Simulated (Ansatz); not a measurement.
Geometry optimisation, RKS PBE0/def2-SVP (Ansatz 0.2.0).

input.yaml

```yaml
crystal:
  periodic: [false, false, false]
  atoms:
    - { symbol: Ti, position_ang: [0.0, 0.0, 0.0] }
    - { symbol: Cl, position_ang: [0.0, 0.0, 2.72] }
    - { symbol: Cl, position_ang: [2.2349, 0.0, -0.7892] }
    - { symbol: F, position_ang: [-0.8619, 1.4933, -0.6094] }
    - { symbol: Cl, position_ang: [-1.1163, -1.9339, -0.7892] }
    - { symbol: H, position_ang: [1.0439, -1.5851, 0.6306] }
    - { symbol: H, position_ang: [0.8775, -1.3325, 1.6317] }
basis:
  gaussian: { orbitals: def2-SVP }
hamiltonian:
  xc: pbe0
relax:
  f_tol: 0.15
  max_steps: 25
  restrain:
    - { distance: [0, 5], at: 1.7, k: 30.0 }
    - { distance: [6, 1], at: 1.37, k: 30.0 }
    - { distance: [0, 1], at: 3.57, k: 30.0 }
    - { distance: [6, 5], at: 1.86, k: 30.0 }
```

Command:

```bash
$ ansatz run input.yaml --threads 4 --pin off --max-ram 5120MiB --backend cpu --events-out ev --progress --plain --runs-dir out
```

Where does it end, and by what steps?

The forces met the threshold. The restraints hold the end off the free minimum; the threshold counts their pulls, which the force column leaves out. Restrained pairs: Ti1–H6 (2.00 → 1.69 Å), Cl2–H7 (1.93 → 1.33 Å), Ti1–Cl2 (2.72 → 3.58 Å), H6–H7 (1.05 → 1.86 Å). After 8 steps the energy has fallen by 1.271 eV (the restraints' own energy left out); H7 moved furthest, 1.01 Å.

| step | energy less start (eV) | largest force component (eV/Å) | accepted |
| --- | --- | --- | --- |
| 0 | 0.0000 | 3.125 | yes |
| 1 | 0.6789 | 2.184 | yes |
| 2 | 0.5932 | 2.269 | yes |
| 3 | 0.0795 | 1.730 | yes |
| 4 | -0.5564 | 1.634 | yes |
| 5 | -0.9302 | 1.011 | yes |
| 6 | -1.1597 | 1.020 | yes |
| 7 | -1.2575 | 0.952 | yes |
| 8 | -1.2711 | 0.873 | yes |

```xyz
7
Properties=species:S:1:pos:R:3
Ti 0.257 -0.367 -0.493
Cl -0.092 -0.016 3.048
Cl 2.043 0.044 -1.629
F -0.540 1.068 0.017
Cl -1.060 -1.774 -1.463
H 0.905 -1.313 0.748
H 0.664 -1.000 2.566
```

The run took 24 s on 4 threads of Arm Neoverse V2 (shared host), peak memory 0.29 GiB.
